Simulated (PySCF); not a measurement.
# As⁺ (arsenic, charge +1) across methods

[Ar] 3d10 4s2 4p2, high-spin 3P determinant. Computed with PySCF 2.14 in x2c-TZVPPall with one added diffuse shell each of s, p, d type (7s6p5d1f, 57 functions), with the spin-free X2C one-electron Hamiltonian (Gaussian nucleus).

| method | E (hartree) | mean ε 4s α (eV) | mean ε 4s β (eV) | mean ε 4p α (eV) | Σ⟨r²⟩ (bohr²) | ⟨S²⟩ |
| --- | --- | --- | --- | --- | --- | --- |
| wB97X | -2260.397 | -28.504 | -26.234 | -17.479 | 29.92 | 2.002 |
| HSE06 | -2260.065 | -25.406 | -23.084 | -14.844 | 30.05 | 2.003 |
| UHF | -2258.66444 | -30.461 | -25.361 | -18.400 | 30.41 | 2.009 |
| PBE0 | -2260.067 | -25.826 | -23.343 | -15.277 | 30.03 | 2.003 |
| PBE | -2260.028 | -24.003 | -22.266 | -14.012 | 30.08 | 2.002 |
| BHandHLYP | -2260.318 | -27.459 | -24.540 | -16.263 | 30.10 | 2.003 |
| r2SCAN | -2260.315 | -24.649 | -22.445 | -14.425 | 29.93 | 2.004 |
| LDA | -2256.895 | -24.211 | -22.673 | -14.032 | 30.00 | 2.001 |

**Question.** Estimate the same row for PBEsol.

**Answer.** E (hartree) = -2258.397; mean ε 4s α (eV) = -24.022; mean ε 4s β (eV) = -22.254; mean ε 4p α (eV) = -13.983; Σ⟨r²⟩ (bohr²) = 30.00; ⟨S²⟩ = 2.002.
